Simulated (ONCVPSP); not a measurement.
# Which change was made? (Ti, ONCV)

- Element: Ti
- Generator: ONCVPSP 4.0.1
- Type: optimised norm-conserving Vanderbilt (ONCV)
- Functional: PBE
- Relativity: scalar-relativistic
- Frozen core: [Ne]
- Valence charge: 12
- Reference configuration: 3s2 3p6 3d2 4s2
- Partial waves: 3s+4s: rc 1.75 bohr, ncon 4, nbas 8, qcut 6.1 1/bohr, 2 projectors; 3p: rc 1.60 bohr, ncon 4, nbas 7, qcut 10.9 1/bohr, 2 projectors, debl 3.7 Ha; 3d: rc 1.65 bohr, ncon 4, nbas 9, qcut 9.5 1/bohr, 2 projectors, debl 0.5 Ha
- Local potential: polynomial inside 1.45 bohr (lpopt 5, dvloc0 3 Ha)
- Core correction: Teter function, fcfact 4, rcfact 1.25

Cutoffs, loose and tight: the cutoffs (Ha) at which the residual kinetic energy of the hardest occupied pseudo-wave falls to 1 and 0.1 mHa per electron. They do not see the model core or the augmentation charge, which bear on the density cutoff. Test errors are all-electron minus pseudo excitation energies from the reference, over the configurations 3s2 3p6 3d2 4s1; 3s2 3p6 3d2 4s0; 3s2 3p6 3d1 4s0; 3s2 3p6 3d2 4s1.5; variants that change the core or the reference have their own tests.

The base gives: outcome: generated; cutoff, loose: 33 Ha; cutoff, tight: 38 Ha; bound ghosts: none; GHOST(+) flags above zero: none; largest test error (meV): +30.

Question: After one change the result is: outcome: generated; cutoff, loose: 39 Ha; cutoff, tight: 45 Ha; bound ghosts: none; GHOST(+) flags above zero: none; largest test error (meV): +14. Which change was it?
A. d: nproj 1
B. d: rc 1.36; local potential polynomial inside 1.36 bohr (lpopt 5, dvloc0 3 Ha)
C. reference 3s2 3p6 3d2 4s1.5 4p0.5; wave 3p: rc 1.60 bohr, ncon 4, nbas 7, qcut 10.9 1/bohr, 2 projectors, debl 3.7 Ha becomes 3p+4p: rc 1.60 bohr, ncon 4, nbas 7, qcut 10.9 1/bohr, 2 projectors
D. s: rc 1.2; local potential polynomial inside 1.20 bohr (lpopt 5, dvloc0 3 Ha)
E. core [Ne] 3s2, valence charge 10; reference 3p6 3d2 4s2; waves now 4s: rc 2.45 bohr, ncon 4, nbas 9, qcut 2.4 1/bohr, 2 projectors, debl 0.3 Ha; 3p: rc 1.15 bohr, ncon 3, nbas 6, qcut 7.8 1/bohr, 2 projectors, debl 1.2 Ha; 3d: rc 2.65 bohr, ncon 4, nbas 9, qcut 4.9 1/bohr, 2 projectors, debl 2.8 Ha; local potential polynomial inside 1.10 bohr (lpopt 4, dvloc0 3 Ha)

Answer: B. The others give: s: rc 1.2; local potential polynomial inside 1.20 bohr (lpopt 5, dvloc0 3 Ha) → outcome: generated; cutoff, loose: 95 Ha; cutoff, tight: 123 Ha; bound ghosts: none; GHOST(+) flags above zero: none; largest test error (meV): +32 | core [Ne] 3s2, valence charge 10; reference 3p6 3d2 4s2; waves now 4s: rc 2.45 bohr, ncon 4, nbas 9, qcut 2.4 1/bohr, 2 projectors, debl 0.3 Ha; 3p: rc 1.15 bohr, ncon 3, nbas 6, qcut 7.8 1/bohr, 2 projectors, debl 1.2 Ha; 3d: rc 2.65 bohr, ncon 4, nbas 9, qcut 4.9 1/bohr, 2 projectors, debl 2.8 Ha; local potential polynomial inside 1.10 bohr (lpopt 4, dvloc0 3 Ha) → outcome: generated, projector energies reset by the program; cutoff, loose: 19 Ha; cutoff, tight: 24 Ha; bound ghosts: s; GHOST(+) flags above zero: none; largest test error (meV): 4 of 4 tests not solved or not reliable | reference 3s2 3p6 3d2 4s1.5 4p0.5; wave 3p: rc 1.60 bohr, ncon 4, nbas 7, qcut 10.9 1/bohr, 2 projectors, debl 3.7 Ha becomes 3p+4p: rc 1.60 bohr, ncon 4, nbas 7, qcut 10.9 1/bohr, 2 projectors → outcome: generated; cutoff, loose: 33 Ha; cutoff, tight: 38 Ha; bound ghosts: none; GHOST(+) flags above zero: none; largest test error (meV): -1.9 | d: nproj 1 → outcome: generated; cutoff, loose: 33 Ha; cutoff, tight: 38 Ha; bound ghosts: none; GHOST(+) flags above zero: none; largest test error (meV): +19.
